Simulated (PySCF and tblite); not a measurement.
The numbers below are computed, except where a source is named.
System: C₅H₆N₂SSe, numbered as in [CH2:1]=[CH:2][c:3]1[n:4][s:5][c:6]([Se:7][CH3:8])[n:9]1.

For the rotation about the C6–Se7 bond (torsion S5–C6–Se7–C8 from 0° to 180°, rising): electronic barrier 3.58 kcal/mol, zero-point change -0.20 kcal/mol, thermal and entropy terms at 298.15 K a further 0.39 kcal/mol (symmetry numbers apart). The minimum is Cs, the saddle C1. Level: PBE0/pcSseg-1 + D3(BJ), IEF-PCM chloroform on GFN2-xTB stationary points, with GFN2-xTB thermal terms. Rates follow Eyring's equation with the number of equivalent paths and no tunnelling. (PySCF 2.14 with density fitting, tblite 0.8.)

Problem. How many equivalent paths lead out of the minimum?

Solution. 2: the symmetry number of the minimum is 1, that of the saddle displaced along its mode 1, and the displaced saddle is chiral while the minimum is not, which doubles the count.

Problem. Work out the rate at 298.15 K.

Solution. ΔG‡ = 3.77 kcal/mol; k_B T/h = 6.2×10¹² s⁻¹; exp(−ΔG‡/RT) = 0.0017; times 2 gives k = 2.1×10¹⁰ s⁻¹. Wigner's tunnelling factor for the 58i cm⁻¹ mode would be 1.00.

Spin–orbit effects of heavy atoms on shieldings are missing.
